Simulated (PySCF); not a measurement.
## Vibration and rotation of NaI

RHF-CCSD(T) constants of NaI, ¹Σ⁺ (singlet), closed shell (Na aug-cc-pVDZ, I aug-cc-pVDZ-PP with ECP28; scalar-relativistic core potentials (PySCF 2.14); masses 22.9898 and 126.9045 u):

- ωe: 237.6 cm⁻¹
- ωexe: 0.68 cm⁻¹
- Be: 0.11141 cm⁻¹
- αe: 0.000578 cm⁻¹
- D (centrifugal): 9.8e-08 cm⁻¹
- De to Na + I: 3.20 eV

Task: Give the vibrational terms G(v) and spacings up to v = 6.

Result: G(v) = ωe(v+½) − ωexe(v+½)².

```json
{"v": "0", "G(v) (cm⁻¹)": "118.6", "G(v) − G(v−1)": "", "Bv (cm⁻¹)": "0.1111"}
{"v": "1", "G(v) (cm⁻¹)": "354.9", "G(v) − G(v−1)": "236.2", "Bv (cm⁻¹)": "0.1105"}
{"v": "2", "G(v) (cm⁻¹)": "589.8", "G(v) − G(v−1)": "234.9", "Bv (cm⁻¹)": "0.1100"}
{"v": "3", "G(v) (cm⁻¹)": "823.3", "G(v) − G(v−1)": "233.5", "Bv (cm⁻¹)": "0.1094"}
{"v": "4", "G(v) (cm⁻¹)": "1055.4", "G(v) − G(v−1)": "232.2", "Bv (cm⁻¹)": "0.1088"}
{"v": "5", "G(v) (cm⁻¹)": "1286.2", "G(v) − G(v−1)": "230.8", "Bv (cm⁻¹)": "0.1082"}
{"v": "6", "G(v) (cm⁻¹)": "1515.7", "G(v) − G(v−1)": "229.4", "Bv (cm⁻¹)": "0.1077"}
```

Task: How well does the Morse estimate ωe²/(4ωexe) reproduce De, and what is D0?

Result: It gives 2.57 eV, 80 % of the computed De. D0 = De − G(0) = 3.20 − 0.01 = 3.19 eV.

Correlated steps freeze 5 core orbitals. Correlated levels converge slowly with the basis: in double zeta they bind strong bonds too weakly, by up to about 1 eV, and carry superposition errors of some tenths. Spin–orbit coupling is left out, which matters for elements this heavy, above all for dissociation energies. Where the molecule has an RHF reference, its open-shell atoms are computed with UHF.
